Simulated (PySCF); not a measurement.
# How the method changes the shape and vibrations of CGeH4

All numbers below are calculated, not measured. The program is PySCF 2.14.0, an open-source quantum chemistry code, run on an isolated molecule that a program drew, which may never have been made. The molecule is CGeH4 (charge 0, singlet), drawn as the SMILES string `[CH2]=[GeH2]`.

The geometry was optimised and harmonic frequencies were computed with HF and MP2, all in the cc-pVDZ basis, for the commonest isotopes, with a restricted reference for singlets and an unrestricted one otherwise, and a frozen core in MP2. Germanium has the cc-pVDZ-PP basis, with a core potential (ECP10MDF) in place of its 10 inner electrons, and its 3s, 3p and 3d shells are frozen in MP2. Each result is a local minimum of its method.

Geometry at the HF minimum:
```xyz
6
CGeH4, angstrom
C     0.8394    1.4776    0.7418
Ge    1.7656    0.9032   -0.6384
H    -0.1809    1.8237    0.6350
H     1.2625    1.5019    1.7380
H     1.2016    0.8566   -2.0475
H     3.1976    0.4114   -0.5234
```

Lengths of the bonds as drawn, in Å (atoms numbered as above):
```
  bond     HF    MP2
C1-Ge2  1.759  1.790
 C1-H3  1.083  1.095
 C1-H4  1.083  1.095
Ge2-H5  1.518  1.525
Ge2-H6  1.518  1.525
```

Rotational constants, in GHz:
```
constant     HF    MP2
       A  101.2  98.85
       B  11.78  11.42
       C  10.55  10.24
```

Harmonic frequencies in cm^-1, each column in rising order, so a row needn't be the same motion in every method:
| rank | HF | MP2 |
|---|---|---|
| 1 | 452 | 372 |
| 2 | 500 | 455 |
| 3 | 778 | 722 |
| 4 | 838 | 730 |
| 5 | 876 | 817 |
| 6 | 904 | 828 |
| 7 | 947 | 890 |
| 8 | 1495 | ? |
| 9 | 2281 | 2232 |
| 10 | 2289 | 2241 |
| 11 | 3311 | 3192 |
| 12 | 3418 | 3311 |

**Estimate the missing MP2 frequency from the HF column.**

A single factor s that minimises the squared misfit of MP2 against s times HF over the other rows is sum(HF x MP2) / sum(HF^2) = 0.9639, with an rms misfit of 40 cm^-1. For rank 8 it gives 0.9639 x 1495 = 1441 cm^-1. The calculation gives 1381 cm^-1, 60 cm^-1 below the estimate. The drawn bonds are on average 1.0 % longer in MP2 than in HF.
